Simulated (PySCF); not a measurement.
Isomers of C5H10O3, from PySCF 2.14.0, PBE0-D3(BJ)/def2-SVP geometry optimisation, gas phase. One conformer each, no zero-point energy, no frequencies.

Question: Which is lower in electronic energy at this level?
A. `[CH3:1][CH2:2][O:3][C:4](=[O:5])[CH2:6][O:7][CH3:8]` with C1–C2–O3–C4 -179°, C2–O3–C4–O5 0°, O3–C4–C6–O7 -179°, C4–C6–O7–C8 -73° (ethyl methoxyacetate): A = 6273, B = 917.4, C = 854.2 MHz, dipole 2.47 D
B. `[CH3:1][CH2:2][CH:3]1[O:4][CH2:5][O:6][CH2:7][O:8]1` with C1–C2–C3–O4 60°, C2–C3–O4–C5 176°, C3–O4–C5–O6 -57°, O4–C5–O6–C7 57°, C5–O6–C7–O8 -57°: A = 4587, B = 1489, C = 1200 MHz, dipole 1.75 D

Answer: A. That is ethyl methoxyacetate, `CCOC(=O)COC`, 2.7 kcal/mol below the other.

```tsv
SMILES	mapped SMILES	E (Eh)	relative (kcal/mol)	relative (kJ/mol)	dipole (D)
CCOC(=O)COC	[CH3:1][CH2:2][O:3][C:4](=[O:5])[CH2:6][O:7][CH3:8]	-421.44158	0.0	0.0	2.47
CCC1OCOCO1	[CH3:1][CH2:2][CH:3]1[O:4][CH2:5][O:6][CH2:7][O:8]1	-421.43721	2.7	11.5	1.75
```

As drawn, the lower has a C=O bond and a C(=O)–O unit, which the higher lacks.
